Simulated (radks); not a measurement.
The numbers below are computed, except where a source is named.
The iodine ion I15+, configuration [Kr] 4d2.

Code: a radial shooting solver on a logarithmic mesh with Libxc functionals. Model: scalar-relativistic Kohn-Sham, PBE, spin-unpolarised, spherical densities, point nucleus.

Energy parts (eV):
part                       energy
total                 -191410.797
kinetic                201051.935
electron-nucleus      -449751.317
Hartree                 61872.988
exchange-correlation    -4584.403

Orbitals (lengths in bohr, moments of r in powers of bohr):
orbital  occ.  eigenvalue (eV)     <r^2>      <r>
1s          2        -33341.16  0.001005  0.02722
2s          2        -5452.820   0.01618   0.1171
2p          6        -4930.980   0.01281   0.1024
3s          2        -1371.892    0.1116   0.3126
3p          6        -1202.748    0.1116   0.3103
3d         10        -951.2452   0.09649   0.2859
4s          2        -491.6397    0.5425   0.6951
4p          6        -434.3527    0.5935   0.7251
4d          2        -349.0551    0.6740   0.7681

The highest occupied level is 4d at -349.06 eV. The density falls to 0.001 e/bohr^3 at r = 1.80 bohr. Summed over all electrons, <r^2> = 7.963 bohr^2, which gives a Langevin (diamagnetic) susceptibility term of -6.31 x 10^-6 cm^3/mol.
